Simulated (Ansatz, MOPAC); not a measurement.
Molecule: SnH3 (charge 0, doublet). SMILES: [SnH3]

Atoms: Sn1, H2, H3, H4. Bonds: Sn1-H2, Sn1-H3, Sn1-H4.

Bond lengths (Å) and angles (degrees) optimised at MNDO with MOPAC; HF/STO-3G with Ansatz (a program for electronic structure); HF/6-31G* with LANL2DZ past Ar with Ansatz; PBE/6-31G* with LANL2DZ past Ar with Ansatz; B3LYP/LANL2DZ with Ansatz; MP2/6-31G* with LANL2DZ past Ar with Ansatz, each started from the B3LYP-D3(BJ)/def2-TZVP structure (Ansatz) of the last column. A row stands for all coordinates that are equal there. 6-31G* holds six Cartesian d functions. No wavenumbers were computed at MNDO, HF/STO-3G, PBE/6-31G* with LANL2DZ past Ar, B3LYP/LANL2DZ, MP2/6-31G* with LANL2DZ past Ar, so these may be saddle points.

| coordinate | MNDO | HF/STO-3G | HF/6-31G* with LANL2DZ past Ar | PBE/6-31G* with LANL2DZ past Ar | B3LYP/LANL2DZ | MP2/6-31G* with LANL2DZ past Ar | B3LYP-D3(BJ)/def2-TZVP |
|---|---|---|---|---|---|---|---|
| Sn1-H2 | 1.588 | 1.626 | 1.710 | 1.743 | 1.725 | 1.724 | 1.724 |
| H2-Sn1-H3 | 109.5 | 109.3 | 109.7 | 108.8 | 109.0 | 109.6 | 109.1 |

Mean signed difference of all 3 bond lengths from B3LYP-D3(BJ)/def2-TZVP: MNDO -0.136 Å, HF/STO-3G -0.097 Å, HF/6-31G* with LANL2DZ past Ar -0.013 Å, PBE/6-31G* with LANL2DZ past Ar 0.019 Å, B3LYP/LANL2DZ 0.001 Å, MP2/6-31G* with LANL2DZ past Ar 0.000 Å.
